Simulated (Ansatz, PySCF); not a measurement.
This PySCF input computes a B3LYP/def2-TZVPD energy:

```python
from pyscf import gto, scf, dft

mol = gto.M(
    atom='''
    Sn    0.01209984    0.00190892    1.19584547
    I     1.06306760   -1.83529781   -0.57196393
    I    -1.07448255    1.83349694   -0.55619218
    ''',
    basis='def2-tzvpd',
    ecp='def2-tzvp',
    charge=0,
    spin=0,
    verbose=4,
)

mf = dft.RKS(mol, xc='b3lyp').density_fit(auxbasis='def2-universal-jkfit')
mf.grids.level = 3
mf.conv_tol = 1e-9
mf.max_cycle = 100
mf.max_memory = 1500
mf.kernel()
if not mf.converged:
    mf = mf.newton()
    mf.kernel(mf.make_rdm1())
mf.analyze()
```

Write an input for the same energy in Ansatz (a first-principles code) and say what it gives.


Ansatz 0.2 input:
```yaml
crystal:
  periodic: [false, false, false]
  atoms:
    - {symbol: Sn, position_ang: [0.01209984, 0.00190892, 1.19584547]}
    - {symbol: I, position_ang: [1.06306760, -1.83529781, -0.57196393]}
    - {symbol: I, position_ang: [-1.07448255, 1.83349694, -0.55619218]}
basis:
  gaussian:
    orbitals: def2-TZVPD
hamiltonian:
  xc: {name: B3LYP}
output: {forces: true}
```
It gives -810.10283 Eh, and PySCF -810.10283 Eh, a difference of 0.00 mEh.
